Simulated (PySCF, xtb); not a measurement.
BGeH6NO2, SMILES OB(O)[NH][GeH3]. One conformer was computed; it need not be the lowest.

Harmonic wavenumbers (cm⁻¹) from GFN2-xTB run with xtb at its own minimum, in rising order: 109, 138, 195, 317, 365, 415, 485, 511, 568, 574, 594, 682, 772, 821, 841, 870, 945, 977, 1105, 1284, 1369, 1964, 2052, 2066, 3494, 3639, 3672.

### Question
What does PBE0-D3(BJ)/def2-SVP (PySCF 2.14.0) give at its own minimum? (Estimate from the structure and the level; the computed values follow.)

### Answer
91, 110, 121, 305, 346, 461, 470, 489, 597, 637, 674, 751, 864, 875, 898, 926, 985, 1018, 1192, 1460, 1490, 2154, 2164, 2171, 3681, 3936, 3950. Paired by order, the mean absolute difference is 88 cm⁻¹ and the zero-point energies are 44.1 and 46.9 kcal/mol.
